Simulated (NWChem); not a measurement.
Basis-set convergence for H4HfO2

SMILES: [OH][HfH2][OH]
```xyz
7

Hf     0.0000     0.0000    -0.1831
O      1.6499     0.0000     0.8006
H      2.3444     0.0000     1.4618
O     -1.6499     0.0000     0.8006
H     -2.3444     0.0000     1.4618
H      0.0000    -1.5132    -1.2743
H      0.0000     1.5132    -1.2743
```
Charge 0, spin multiplicity 1.

All runs are NWChem calculations. The geometry was optimised at B3LYP/def2-SVP with def2 effective core potentials on Hf, a minimum by its harmonic frequencies. It is one conformer; others weren't searched.

Quantity: LUMO energy at the level PBE.

Effective core potentials replace the inner electrons of Hf; spin-orbit coupling is left out. The structure started from a generated list of species.

The cost column gives rough processor time relative to def2-SVP; each entry includes its own SCF.

```tsv
basis	functions	LUMO energy (eV)	relative cost
def2-SVP	80	-1.88	1
def2-SVPD	113	-2.04	under 3
def2-TZVP	126	-1.92	under 3
def2-TZVPD	159	-2.02	4
def2-TZVPP	174	-1.93	under 3
```

Smallest basis within 0.2 eV of def2-TZVPP, the largest set run: def2-SVP, with 80 functions against 174 (also within reach: def2-SVPD, def2-TZVP, def2-TZVPD). def2-TZVPP isn't the basis-set limit itself, and a small set can land close by cancellation.
